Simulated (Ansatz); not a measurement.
Mulliken charges of CH4BrFOSi (`OC(F)[SiH2]Br`) from r2SCAN/def2-TZVPP in Ansatz (PBE0-D4/def2-TZVP geometry).

| atom | x (Å) | y (Å) | z (Å) | charge (e) |
| --- | --- | --- | --- | --- |
| O1 | 0.350 | 1.537 | 0.422 | -0.310 |
| C2 | 0.596 | 0.187 | 0.442 | 0.197 |
| F3 | 0.587 | -0.288 | 1.758 | -0.233 |
| Si4 | -0.802 | -0.725 | -0.481 | 0.419 |
| Br5 | -0.617 | -0.279 | -2.644 | -0.226 |
| H6 | 1.130 | 2.018 | 0.718 | 0.207 |
| H7 | 1.591 | -0.061 | 0.049 | 0.051 |
| H8 | -0.632 | -2.183 | -0.290 | -0.057 |
| H9 | -2.115 | -0.253 | 0.008 | -0.049 |

Task: By hand: the dipole of these point charges (1 e Å = 4.8032 D).

Result: Σ q r = (0.130, -0.062, 0.110) e Å, of length 0.181 e Å = 0.87 D.

Task: How does the dipole of the full density compare? (An estimate is asked.)

Result: Ansatz gave: (0.290, 0.080, 0.049) e Å, 1.46 D; the point charges give 0.60 times that, at 46° from its direction.

Point charges leave out the atoms' own dipoles, such as those of lone pairs, and Mulliken's split depends on the basis, so the two needn't agree.
